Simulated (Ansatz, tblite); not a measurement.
Removing and adding an electron: Hg2TeF2. Total charge 0; singlet. Geometry: PBE0-D4/def2-SVP. Ansatz, gas phase; energy differences of separate SCF runs; the oxidised species was run as a doublet alone; the reduced species was run as a doublet alone.

```xyz
5

Hg    0.722   -1.681    0.355
Hg   -1.030    1.536   -0.237
Te   -1.719   -0.814    0.660
F     2.553   -2.349    0.131
F    -0.525    3.308   -0.909
```

In the def2 sets Hg, Te take a core potential; there is no spin–orbit coupling. The xTB rows come from tblite. Correlated methods freeze 6 core orbitals; core or outer-core shells of Hg, Te are correlated, in sets that lack core-valence functions. The rows differ in basis, and correlated rows in double-zeta sets carry the largest basis error. The structure comes from a short search, and lower isomers may exist.

| level | −HOMO (eV) | vertical IE (eV) | −LUMO (eV) | vertical EA (eV) | HOMO–LUMO gap (eV) | IE − EA (eV) | remarks |
| --- | --- | --- | --- | --- | --- | --- | --- |
| GFN1-xTB | 12.33 | 15.23 | 8.52 | 5.84 | 3.82 | 9.39 | – |
| GFN2-xTB | 12.55 | 15.48 | 8.92 | 5.90 | 3.63 | 9.58 | – |
| HF/def2-SVP | – | 8.21 | – | – | – | – | – |
| PBE-D4/def2-TZVP | 6.28 | 8.99 | 3.32 | – | 2.96 | – | – |
| PBE-D4/def2-TZVPD | 6.31 | – | 3.36 | 1.22 | 2.94 | – | HOMO above zero (-1 doublet) |
| r2SCAN-D4/def2-TZVP | 6.53 | 9.06 | 3.16 | – | 3.37 | – | – |
| r2SCAN-D4/def2-TZVPD | 6.53 | – | 3.17 | 1.12 | 3.36 | – | HOMO above zero (-1 doublet) |
| PBE0-D4/def2-TZVP | 7.32 | 9.14 | 2.50 | – | 4.81 | – | – |
| PBE0-D4/def2-TZVPD | 7.33 | – | 2.54 | 1.08 | 4.78 | – | HOMO above zero (-1 doublet) |
| MP2/def2-SVP | – | 9.02 | – | – | – | – | – |
| CCSD/def2-SVP | – | 8.83 | – | – | – | – | – |
| CCSD(T)/def2-SVP | – | 8.82 | – | – | – | – | – |

   A HOMO above zero means that the electron is unbound at that level or that self-interaction error raises the level; the energy of removing that electron tells which. Raw xTB energy differences between charge states are shifted by several eV; the methods need an empirical correction for them.
